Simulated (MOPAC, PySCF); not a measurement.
C2H5NO, SMILES `C1OCN1`, neutral singlet in the gas phase. 

Cartesian coordinates (Å):
SMILES: C1NCO1
```xyz
9

C     -1.0104    -0.0752    -0.1608
N      0.0157     0.8142     0.4113
C      1.0049    -0.1055    -0.1777
O     -0.0202    -0.8927    -0.8060
H     -1.6086    -0.6344     0.5692
H     -1.6702     0.4094    -0.8867
H      0.0241     0.8077     1.4229
H      1.6667     0.3591    -0.9146
H      1.5981    -0.6827     0.5424
```
Charge 0, multiplicity 1.

All levels are single points at this geometry (B3LYP-D3(BJ)/def2-TZVP); Pople sets use spherical d functions. Orbital energies aren't observables, and empty levels follow the basis.

PM7 in MOPAC gives HOMO (eV) = -9.70.

**Question.** Estimate the HOMO (eV) from each of these levels: B3LYP-D3(BJ)/def2-TZVP in PySCF; PBE-D3(BJ)/def2-TZVP in PySCF; B3LYP/6-311+G** in PySCF; B3LYP/6-31G* in PySCF; BP86/6-31G* in PySCF; PBE/6-31G* in PySCF; HF/3-21G in PySCF; HF/STO-3G in PySCF.

**Answer.** 
| level | HOMO (eV) |
|---|---|
| B3LYP-D3(BJ)/def2-TZVP in PySCF | -6.55 |
| PBE-D3(BJ)/def2-TZVP in PySCF | -5.27 |
| B3LYP/6-311+G** in PySCF | -6.62 |
| B3LYP/6-31G* in PySCF | -6.25 |
| BP86/6-31G* in PySCF | -5.06 |
| PBE/6-31G* in PySCF | -4.94 |
| HF/3-21G in PySCF | -10.22 |
| HF/STO-3G in PySCF | -8.43 |
